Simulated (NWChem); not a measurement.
Molecule: CH5FInN; SMILES [In]([CH3])([F])[NH2]

```xyz
9

In     0.0549    -0.0354    -0.0955
F      1.9765     0.3291    -0.3794
C     -0.5041    -2.0908     0.0545
H     -0.2214    -2.6036    -0.8751
H     -1.5841    -2.1956     0.2209
H      0.0442    -2.5443     0.8920
N     -0.8647     1.7421     0.1482
H     -1.8592     1.8350    -0.0304
H     -0.3727     2.5683    -0.1790
```
Atoms are numbered in this order, from 1.

Level: PBE0/def2-SVP with def2 effective core potentials on In (NWChem), optimised geometry, unscaled harmonic frequencies. def2 effective core potentials on In; no spin-orbit coupling.

### Question
List the harmonic frequencies with IR intensities, and the thermochemistry.

### Answer
```csv
frequency (cm⁻¹),IR intensity (km/mol)
36,0.3
110,2.2
134,12.2
145,17.0
289,47.4
339,137.9
515,6.7
591,67.1
625,48.7
719,30.3
727,20.0
767,66.8
1191,0.2
1430,2.7
1431,2.4
1515,10.0
3079,2.8
3197,0.1
3206,0.9
3591,19.0
3703,25.4
```

The zero-point energy comes out as 39.1 kcal/mol and the thermal correction to the enthalpy at 298.15 K (with zero-point energy) comes out as 44.3 kcal/mol. The heat capacity Cv is 23.0 cal/(mol K) and the entropy at 298.15 K and 1 atm (symmetry number 1) comes out as 86.9 cal/(mol K).

Rigid rotor and harmonic oscillator; modes under 100 cm⁻¹ make the entropy uncertain.
